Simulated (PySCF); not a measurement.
## How methods differ on the ionisation energy of Mn⁺

Mn⁺ [Ar] 3d5 4s1 (7S) → Mn²⁺ [Ar] 3d5 (6S), as a difference of total energies. Calculation: PySCF 2.14, in pcseg-2; the non-relativistic Hamiltonian (point nucleus). Correlated levels: valence: [Ar] frozen. The calculations carry no spin-orbit coupling.

Problem. Order these methods by the ionisation energy they give, lowest first.
A. BP86
B. MN15
C. SCS-MP2 (valence)
D. UHF

Solution. D (14.713 eV), C (14.853 eV), B (15.270 eV), A (16.176 eV).

These non-relativistic numbers lack the scalar-relativistic shift.

Errors of the correlated levels include the incompleteness of this basis and the frozen core.

For comparison: 15.640 eV (measured; NIST Atomic Spectra Database, ionization energies).
